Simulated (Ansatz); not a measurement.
The first iterations of a band of BClH5NO (9 atoms, charge 0, multiplicity 1).

The calculation used Ansatz, RHF/def2-SVP.

- movable images: 9
- climbing image: yes
- spring: 5.0 eV/Å²
- optimiser: quadratic models (default)
- start path: through a guess of the saddle point
- force threshold: 0.05 eV/Å
- iteration limit: 60
- end points: relaxed

Image 0:

```xyz
9
Properties=species:S:1:pos:R:3
B 0.063 0.172 0.245
Cl 0.122 -0.823 1.871
O 1.240 0.114 -0.518
H 1.372 -0.723 -0.931
H -0.998 -0.023 -0.309
N 0.057 1.720 0.772
H 0.914 1.887 1.278
H 0.018 2.353 -0.011
H -0.719 1.898 1.389
```

Image 10:

```xyz
9
Properties=species:S:1:pos:R:3
B 0.275 0.597 -0.465
Cl -0.749 -0.146 3.261
O 1.455 -0.040 -0.657
H 1.403 -0.811 -1.196
H -0.741 0.212 -0.982
N 0.239 1.723 0.386
H 1.084 2.142 0.721
H -0.557 2.324 0.429
H -0.341 0.575 2.286
```

| iteration | highest image above the first end (eV) | largest band force component (eV/Å) |
| --- | --- | --- |
| 1 | 7.278 | 6.392 |
| 2 | 3.953 | 3.498 |
| 3 | 2.444 | 2.889 |
| 4 | 1.647 | 1.579 |
| 5 | 1.282 | 1.988 |
| 6 | 1.149 | 0.944 |

Task: Does the band converge within its limit, and where does its top end?

Result: The forces met the threshold. It ended after 18 iterations with the highest image 0.921 eV above the first end. A vibrational analysis at the climbing image gives one clearly imaginary mode, 198i cm⁻¹: a first-order saddle point. The orbitals stay closed-shell, which can raise the energy where a bond breaks towards radicals; this wasn't checked here.

The run took 2.8 min on 1 thread of Arm Neoverse V2, with other jobs on the host, peak memory 0.15 GiB.
